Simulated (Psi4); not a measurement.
I2Pb (SMILES [I][Pb][I]), singlet, geometry from GFN2-xTB (such geometries of metal compounds can be far from the true shape) (core potentials on I, Pb); B3LYP/def2-TZVPD (Psi4).

Input for Psi4:
```
memory 2 GB

molecule {
0 1
  Pb   -0.00852880   -0.00721361    0.96279553
  I     1.06067820   -1.86389256   -0.74947342
  I    -1.04748270    1.87505324   -0.74013476
}

set basis def2-tzvpd
set s_tolerance 1e-6
set s_orthogonalization canonical

energy('b3lyp')
print_variables()
```

What the program printed (banner, timings and long lists left out):

```
   => Loading Basis Set <=

    Name: DEF2-TZVPD
    Role: ORBITAL
    Keyword: BASIS

    !!!  WARNING: ECP capability is in beta. Please check occupations closely.  !!!

         ---------------------------------------------------------
                                   SCF
               by Justin Turney, Rob Parrish, Andy Simmonett
                          and Daniel G. A. Smith
                              RKS Reference
         ---------------------------------------------------------

  ==> Geometry <==

    Molecular point group: c2v
    Full point group: C2v

    Geometry (in Angstrom), charge = 0, multiplicity = 1:

       Center              X                  Y                   Z               Mass
    ------------   -----------------  -----------------  -----------------  -----------------
         PB           0.000000000000    -0.000000000000     0.938602736655   207.976652500000
         I            0.000000000000    -2.146167822317    -0.769111806205   126.904471900000
         I           -0.000000000000     2.146167822317    -0.769111806205   126.904471900000

  Running in c2v symmetry.

  Rotational constants: A =      0.05057  B =      0.01442  C =      0.01122 [cm^-1]
  Rotational constants: A =   1516.02207  B =    432.29769  C =    336.37848 [MHz]
  Nuclear repulsion =  289.288001737442357

  Charge       = 0
  Multiplicity = 1
  Electrons    = 72
  Nalpha       = 36
  Nbeta        = 36

  ==> Algorithm <==

  SCF Algorithm Type is DF.
  DIIS enabled.
  MOM disabled.
  Fractional occupation disabled.
  Guess Type is SAD.
  Energy threshold   = 1.00e-06
  Density threshold  = 1.00e-06
  Integral threshold = 1.00e-12

  ==> Primary Basis <==

  Basis Set: DEF2-TZVPD
    Blend: DEF2-TZVPD
    Number of shells: 56
    Number of basis functions: 174
    Number of Cartesian functions: 204
    Spherical Harmonics?: true
    Max angular momentum: 3

  Core potential: DEF2-TZVPD
    Number of shells: 12
    Number of ECP primitives: 76
    Number of ECP core electrons: 116
    Max angular momentum: 3

  ==> DFT Potential <==

   => LibXC <=

    Version 7.1.2
    S. Lehtola, C. Steigemann, M. J. T. Oliveira, and M. A. L. Marques,  SoftwareX 7, 1–5 (2018) (10.1016/j.softx.2017.11.002)

   => Composite Functional: B3LYP <=

    B3LYP Hyb-GGA Exchange-Correlation Functional

    P. J. Stephens, F. J. Devlin, C. F. Chabalowski, and M. J. Frisch,  J. Phys. Chem. 98, 11623 (1994) (10.1021/j100096a001)

    Deriv               =              1
    GGA                 =           TRUE
    Meta                =          FALSE

    Exchange Hybrid     =           TRUE
    MP2 Hybrid          =          FALSE

   => Exchange Functionals <=

    0.0800   Slater exchange
    0.7200         Becke 88

   => Exact (HF) Exchange <=

    0.2000               HF

   => Correlation Functionals <=

    0.1900   Vosko, Wilk & Nusair (VWN5_RPA)
    0.8100   Lee, Yang & Parr

   => LibXC Density Thresholds  <==

    XC_HYB_GGA_XC_B3LYP:  1.00E-15

   => Molecular Quadrature <=

    Radial Scheme          =       TREUTLER
    Pruning Scheme         =           NONE
    Nuclear Scheme         =       TREUTLER

    Blocking Scheme        =         OCTREE
    BS radius alpha        =              1
    Pruning alpha          =              1
    Radial Points          =             75
    Spherical Points       =            302
    Total Points           =          65999
    Total Blocks           =            636
    Max Points             =            256
    Max Functions          =            167
    Weights Tolerance      =       1.00E-15

   => Loading Basis Set <=

    Name: (DEF2-TZVPD AUX)
    Role: JKFIT
    Keyword: DF_BASIS_SCF

  ==> Integral Setup <==

  SCF_SUBTYPE=INCORE selected. In-core MEM_DF algorithm will be used.
  Using in-core AOs.

  ==> MemDFJK: Density-Fitted J/K Matrices <==

    J tasked:                   Yes
    K tasked:                   Yes
    wK tasked:                   No
[...]
  Minimum eigenvalue in the overlap matrix is 1.0826293845E-03.
  Reciprocal condition number of the overlap matrix is 1.9619002315E-04.

  ==> Pre-Iterations <==

  SCF Guess: Superposition of Atomic Densities via on-the-fly atomic UHF (no occupation information).

   -------------------------
    Irrep   Nso     Nmo
   -------------------------
     A1        63      63
     A2        26      26
     B1        33      33
     B2        52      52
   -------------------------
    Total     174     174
   -------------------------

  ==> Iterations <==

                           Total Energy        Delta E     RMS |[F,P]|

   @DF-RKS iter SAD:  -783.45945554556874   -7.83459e+02   0.00000e+00
    Occupation by irrep:
             A1    A2    B1    B2
    DOCC [    14,    5,    7,   10 ]
    NA   [    14,    5,    7,   10 ]
    NB   [    14,    5,    7,   10 ]

   @DF-RKS iter   1:  -787.42854797518328   -3.96909e+00   1.78444e-02 ADIIS/DIIS
    Occupation by irrep:
             A1    A2    B1    B2
    DOCC [    14,    5,    6,   11 ]
    NA   [    14,    5,    6,   11 ]
    NB   [    14,    5,    6,   11 ]

   @DF-RKS iter   2:  -785.18480788468582    2.24374e+00   2.72429e-02 ADIIS/DIIS
   @DF-RKS iter   3:  -788.50279854422172   -3.31799e+00   5.97185e-03 ADIIS/DIIS
   @DF-RKS iter   4:  -788.60408703623864   -1.01288e-01   4.08948e-03 ADIIS/DIIS
   @DF-RKS iter   5:  -788.67129305421986   -6.72060e-02   1.19296e-03 ADIIS/DIIS
   @DF-RKS iter   6:  -788.67389916457375   -2.60611e-03   3.68592e-04 ADIIS/DIIS
   @DF-RKS iter   7:  -788.67474501486731   -8.45850e-04   1.00840e-04 ADIIS/DIIS
   @DF-RKS iter   8:  -788.67477403631051   -2.90214e-05   1.84951e-05 DIIS
   @DF-RKS iter   9:  -788.67477495317860   -9.16868e-07   5.17343e-06 DIIS
   @DF-RKS iter  10:  -788.67477511575112   -1.62573e-07   1.07574e-06 DIIS
   @DF-RKS iter  11:  -788.67477511885079   -3.09967e-09   2.95342e-07 DIIS
  Energy and wave function converged.

  ==> Post-Iterations <==

   Electrons on quadrature grid:
      Ntotal   =   71.9999539202 ; deviation = -4.608e-05

    Orbital Energies [Eh]
    ---------------------

    Doubly Occupied:

[...]
    Virtual:

[...]
    Final Occupation by Irrep:
             A1    A2    B1    B2
    DOCC [    14,    5,    6,   11 ]
    NA   [    14,    5,    6,   11 ]
    NB   [    14,    5,    6,   11 ]

  @DF-RKS Final Energy:  -788.67477511885079

   => Energetics <=

    Nuclear Repulsion Energy =            289.2880017374423574
    One-Electron Energy =               -1950.2291290936209407
    Two-Electron Energy =                 921.6045782232296233
    DFT Exchange-Correlation Energy =     -49.3382259859017935
    Empirical Dispersion Energy =           0.0000000000000000
    VV10 Nonlocal Energy =                  0.0000000000000000
    Total Energy =                       -788.6747751188507891

Computation Completed

Properties will be evaluated at   0.000000,   0.000000,   0.000000 [a0]

Properties computed using the SCF density matrix

 Multipole Moments:

 ------------------------------------------------------------------------------------
     Multipole            Electronic (a.u.)      Nuclear  (a.u.)        Total (a.u.)
 ------------------------------------------------------------------------------------

 L = 1.  Multiply by 2.5417464519 to convert [e a0] to [Debye]
 Dipole X            :          0.0000000            0.0000000            0.0000000
 Dipole Y            :          0.0000000            0.0000000            0.0000000
 Dipole Z            :         34.8928826          -33.6490872            1.2437954
 Magnitude           :                                                    1.2437954

 ------------------------------------------------------------------------------------

  Variable Map:
  ----------------------------------------------------------------------------
[...]
  Array Variable Map:
  ----------------------------------------------------------------------------
[...]
[...]
```
